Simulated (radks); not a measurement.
Excited configurations of Pr14+: one electron is placed in a higher orbital outside [Kr] 4d8. The ground configuration is [Kr] 4d9. Method: scalar-relativistic Kohn-Sham, PBE, spin-polarised, spherical densities, finite nucleus; open shells are filled with parallel spins first (spin-orbit coupling, left out, can overturn this in heavy ions); Fermi nuclear charge, rms radius 4.8919 fm; computed with a radial shooting solver on a logarithmic mesh with Libxc functionals. Excitation = E - E(ground); binding = E(ion) - E, where the ion is the core of charge +15; n* = 15/sqrt(2 binding) in atomic units. These energies are relativistic, and a one-electron ion of charge +15 with no core already has n* below n in this formula (scalar-relativistic equation, point nucleus: 4f 3.999, 5s 4.995, 5p 4.997, 5d 4.999, 5f 4.999, 6s 5.995, 6p 5.997, 6d 5.998, 6f 5.999, 7p 6.997, 7d 6.998, 7f 6.999). The quantum defect is therefore taken as that value minus n*, so that it holds no relativistic shift of the bare ion.

outer orbital,excitation (eV),binding (eV),quantum defect,<r> (bohr)
4f,116.34,266.11,0.608,0.7343
5s,118.38,264.07,1.590,1.196
5p,145.78,236.67,1.400,1.273
5d,185.55,196.90,1.055,1.405
5f,227.78,154.67,0.550,1.592
6s,225.66,156.79,1.576,1.991
6p,238.50,143.95,1.385,2.108
6d,257.70,124.75,1.045,2.308
6f,278.67,103.78,0.568,2.581
7p,285.26,97.187,1.384,3.132
7d,296.08,86.371,1.045,3.401
7f,308.13,74.325,0.581,3.761

The Delta-SCF ionisation energy is 382.45 eV (NIST Atomic Spectra Database: 378 eV, theoretical). Self-interaction in the functional shifts the binding energies and quantum defects, so they are the method's values and not measured ones. Open shells are spherical and high-spin; term and fine-structure splittings are not resolved. Spin-orbit splitting is averaged out at the scalar-relativistic level.
